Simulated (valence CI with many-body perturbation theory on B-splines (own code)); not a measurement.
**Fe³⁺ in three bases**

Computed by configuration interaction combined with many-body perturbation theory (CI+MBPT): five valence electrons over a frozen Dirac-Fock core [Ar], radial functions for each j: 7 s, 7 p, 8 d, 6 f, 4 g, 1 h, with the one-electron correlation potential Σ1, the two-electron term Σ2, the three-electron term Σ3, Breit, model QED; selected CI, second order for the rest (own B-spline code, finite nucleus).

Against 19 measured levels this calculation errs by 536 cm⁻¹ on average and by 1203 at most. These come from a selection out of Corliss and Sugar, J. Phys. Chem. Ref. Data 11, 135 (1982). Levels without a partner in it may be off by more, other configurations by 1,000 to 8,000 cm⁻¹. Among the levels kept, up to 750 cm⁻¹ of a level comes from second order outside the variational space, and about a tenth of that is noise between levels of different J, which matters for small intervals. Only levels of the ground parity were solved; by the run's estimate the other parity begins above the list, which can be wrong where configurations are misplaced.

The reference run has the lowest level 3d5 6S_5/2 and an ionisation energy of 53.6979 eV. Its largest variational space holds 19997 state functions.

Changed runs:
A. basis 6 s, 6 p, 5 d, 5 f, 1 g
B. basis 5 s, 5 p, 4 d, 4 f

Excitation energies of the reference run in cm⁻¹, and shifts in cm⁻¹:

```csv
Level,Reference,A,B
3d5 4G_11/2,31334,+214,+1066
3d5 4G_9/2,31378,+211,+1065
3d5 4G_5/2,31386,+209,+1064
3d5 4G_7/2,31392,+210,+1063
3d5 4P_5/2,35368,+377,+974
3d5 4P_3/2,35445,+378,+969
3d5 4P_1/2,35520,+385,+964
3d5 4D_7/2,38400,+347,+1410
3d5 4D_1/2,38508,+354,+1411
3d5 4D_3/2,38567,+347,+1393
3d5 4D_5/2,38570,+345,+1387
3d5 2I_11/2,45227,+239,+1456
Ionisation energy (eV),53.6979,-0.1781,-0.1868
```
